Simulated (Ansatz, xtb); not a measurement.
Relative energy of two structures of H5InO4Si

We compare a, a singlet given by its coordinates, with b, a singlet given by its coordinates. Both are isolated molecules in the gas phase, relaxed with PBE0-D4/def2-SVP.

a (Å):

```xyz
11

In   -1.6886    1.9578    0.4860
O    -2.1567    0.3875    1.6230
O    -0.7799    1.2464   -1.2571
O     1.3743   -0.3529   -0.4481
O     0.7259    1.9382    0.6632
Si    0.7782    1.1379   -0.8557
H    -1.8227   -0.4244    1.2229
H    -2.2620    3.5500    0.6055
H     1.7053    1.8161   -1.7943
H     1.7006   -0.9164   -1.1549
H     1.2747    1.5952    1.3785
```

Close contacts (Å): In1–O2 1.99, In1–O3 2.09, In1–O5 2.42, In1–Si6 2.93, O3–Si6 1.61, O4–Si6 1.66, O5–Si6 1.72, In1–H7 2.50, In1–H8 1.70, O2–H7 0.96, O4–H10 0.96, O5–H11 0.96, Si6–H9 1.48.

b (Å):

```yaml
atoms:
  - { symbol: In, position_ang: [1.0087, -2.5565, 0.2068] }
  - { symbol: O, position_ang: [-1.8372, 0.2655, 1.5653] }
  - { symbol: O, position_ang: [0.1845, 1.3906, 0.3061] }
  - { symbol: O, position_ang: [-0.5657, -0.9543, -0.6220] }
  - { symbol: O, position_ang: [0.5520, -1.0810, 1.6346] }
  - { symbol: Si, position_ang: [-0.3941, -0.0578, 0.8348] }
  - { symbol: H, position_ang: [-2.1048, -0.3911, 2.2157] }
  - { symbol: H, position_ang: [-0.0435, 2.1526, 0.8457] }
  - { symbol: H, position_ang: [-0.6771, -0.4667, -1.4454] }
  - { symbol: H, position_ang: [0.0757, -3.9696, 0.4867] }
  - { symbol: H, position_ang: [2.4470, -2.2004, -0.6598] }
```

Close contacts (Å): In1–O4 2.39, In1–O5 2.10, In1–Si6 2.93, O2–Si6 1.65, O3–Si6 1.65, O4–Si6 1.72, O5–Si6 1.61, In1–H10 1.72, In1–H11 1.72, O2–H7 0.96, O3–H8 0.96, O4–H9 0.96.

Problem. Which of the two would you expect CCSD(T)/def2-SVP + ΔMP2/def2-TZVPP electronic energies to favour?

Solution. Structure b; the calculation gives E(b) − E(a) = −20.9 kcal/mol.

Level by level:

```
                             level          geometry  E(b) − E(a) (kcal/mol)  departure from the last row (kcal/mol)  job, with rough time for the two
                  PBE0-D4/def2-SVP  PBE0-D4/def2-SVP                     −21.7                                    −0.7             optimisation, 1.7 min
                       HF/def2-SVP  PBE0-D4/def2-SVP                     −23.9                                    −2.9           part of the CCSD(T) run
                      MP2/def2-SVP  PBE0-D4/def2-SVP                     −18.6                                    +2.3           part of the CCSD(T) run
                  CCSD(T)/def2-SVP  PBE0-D4/def2-SVP                     −19.2                                    +1.7                      single point
CCSD(T)/def2-SVP + ΔMP2/def2-TZVPP  PBE0-D4/def2-SVP                     −20.9                                                        single point, 93 s
```

None of the levels shown reverses the order. The largest departure from CCSD(T)/def2-SVP + ΔMP2/def2-TZVPP is that of HF/def2-SVP, 2.9 kcal/mol. Levels run at GFN2-xTB geometries aren't shown. The last row adds to CCSD(T) the change of the MP2 difference between the two basis sets, here −1.7 kcal/mol.

With thermal terms from frequencies at re-optimised GFN2-xTB minima (ideal gas, soft modes damped towards free rotors, one conformer each, 298.15 K, 1 atm): on the last row, ΔE + ΔZPE = −21.4, ΔH = −21.6, ΔG = −20.8 kcal/mol.

The correlated steps freeze 13 core orbitals; the filled d shell of In is correlated, in a basis made for valence electrons. Atoms past krypton carry core potentials in the def2 sets and no spin–orbit term is included. Programs: Ansatz 0.2.0, xtb 6.7.1; the last row on 2 threads of Arm Neoverse V2 on a shared host.
